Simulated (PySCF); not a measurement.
A mixed set of molecules. The calculation used PySCF, TDDFT PBE0/def2-SVPD, vertical, gas phase, core orbitals frozen in the response. Geometries: GFN2-xTB; one conformer of each isolated species. Triplets are in the Tamm–Dancoff approximation. Ions are computed without counter-ions or solvent.

Question: Rank by computed lowest singlet excitation energy, highest first.
A. `C#CC#CCCCl`
B. `FC(F)(F)/C(CC)=P/[H]`
C. `C=N[SiH2]O[SiH3]`
D. `C[PH2+]CCC(F)(F)F`
E. `FC[C@H]1C=N1`

Answer: D (9.35 eV), E (5.05 eV), A (4.72 eV), B (4.55 eV), C (3.98 eV).

| SMILES | S1 (eV) | LUMO (eV) | T1 (eV) | f (S1) | first f ≥ 0.01 (nm) | S1 mainly |
| --- | --- | --- | --- | --- | --- | --- |
| C[PH2+]CCC(F)(F)F | 9.35 | -4.49 | 8.88 | 0.001 | 130 | H→L (91%) |
| FC[C@H]1C=N1 | 5.05 | -1.06 | 4.25 | 0.001 | 185 | H→L (99%) |
| C#CC#CCCCl | 4.72 | -0.93 | 3.80 | 0.000 | 183 | H→L (81%) |
| [H]/P=C(\CC)C(F)(F)F | 4.55 | -2.42 | 2.68 | 0.007 | 234 | H-1→L (97%) |
| C=N[SiH2]O[SiH3] | 3.98 | -1.07 | 3.35 | 0.000 | 196 | H→L (98%) |

H and L stand for HOMO and LUMO.

- `C[PH2+]CCC(F)(F)F`: Löwdin shares by element: HOMO carbon 36% or more, fluorine 28% or more (atoms not listed hold the other 36%); LUMO phosphorus 37%, hydrogen 27% or more, carbon 10% or more (atoms not listed hold the other 26%).
- `FC[C@H]1C=N1`: Löwdin shares by element: HOMO carbon 48% or more, nitrogen 40%; LUMO carbon 48% or more, nitrogen 38%, hydrogen 8% or more.
- `C#CC#CCCCl`: Löwdin shares by element: HOMO carbon 89% or more; LUMO carbon 72% or more (atoms not listed hold the other 28%).
- `[H]/P=C(\CC)C(F)(F)F`: Löwdin shares by element: HOMO carbon 49% or more, phosphorus 36% (atoms not listed hold the other 15%); LUMO phosphorus 45%, carbon 32% or more, hydrogen 6% or more (atoms not listed hold the other 16%).
- `C=N[SiH2]O[SiH3]`: Löwdin shares by element: HOMO nitrogen 56%, carbon 16%, silicon 10% or more, hydrogen 7% or more; LUMO carbon 41%, nitrogen 32%, silicon 7% or more, hydrogen 6% or more.
